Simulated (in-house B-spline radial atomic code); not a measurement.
KLI/ALDAx excitations of I5+

Method: KLI/ALDAx. Computed with a B-spline radial code for spherical atoms: linear response of the closed shell [Kr] 4d10 5s2 with the adiabatic LDA exchange kernel on the exchange-only KLI potential; scalar-relativistic (spin-free one-electron X2C), finite nucleus, no spin-orbit coupling, no double excitations, S, P, D and F terms only; shells from n = 3 respond. Only terms of natural parity with L up to 3 were computed.

Command:
```bash
python run_td.py task.json out
```
Settings (radii: box in bohr, nucleus in fm):
```
Z                        53
electrons                48
configuration            [Kr] 4d10 5s2
hamiltonian              x2c
method                   kli
box_radius               16.35
rms_radius               4.75
intervals                103
```

Run time, properties included: 4.2 s on 1 thread of Arm Neoverse N1 (shared host).

The lowest states, in the order of their Tamm-Dancoff energies; the method's threshold (minus the highest occupied level) is 72.50 eV. Labels give the largest channel, * marks a mixed state, and oscillator strengths are full-response dipole values. Semilocal kernels can invert the small singlet-triplet splittings of Rydberg terms. Energies in eV:

| state | full response | Tamm-Dancoff | oscillator strength |
| --- | --- | --- | --- |
| 5s → 5p 3P | 11.476 | 11.612 | - |
| 5s → 5p 1P | ? | ? | ? |
| 5s → 5d 3D | 29.584 | 29.623 | - |
| 5s → 5d 1D | 31.19 | 31.22 | - |
| 5s → 4f 3F | 32.66 | 32.70 | - |
| 5s → 4f 1F | 33.96 | 33.97 | - |
| 5s → 6s 3S | 34.94 | 34.95 | - |
| 5s → 6s 1S | ? | ? | - |
| 5s → 6p 3P | 40.05 | 40.06 | - |
| 5s → 6p 1P | 40.56 | 40.60 | 0.0749 |
| 5s → 5f 3F | 47.33 | 47.34 | - |
| 5s → 5f 1F | 47.49 | 47.49 | - |
| 5s → 6d 3D | 47.56 | 47.57 | - |
| 5s → 6d 1D | 47.97 | 47.98 | - |
| 5s → 7s 3S | 49.68 | 49.69 | - |
| 5s → 7s 1S | 50.02 | 50.03 | - |

Question: Where does 5s → 6s 1S lie?

Answer: At 36.00 eV in full response, 36.03 eV in Tamm-Dancoff.

Question: Where does 5s → 5p 1P lie?

Answer: At 15.877 eV in full response, 16.509 eV in Tamm-Dancoff, oscillator strength 1.59.

Question: How large is the singlet-triplet splitting of 5s → 5p (P terms) in Tamm-Dancoff?

Answer: 4.9 eV, from the unrounded values.

Question: What polarisabilities and dispersion coefficient does the method give?

Answer: Dipole 5.926 bohr³, quadrupole 11.73 bohr⁵, C6 21.81 hartree·bohr⁶ for two such species.
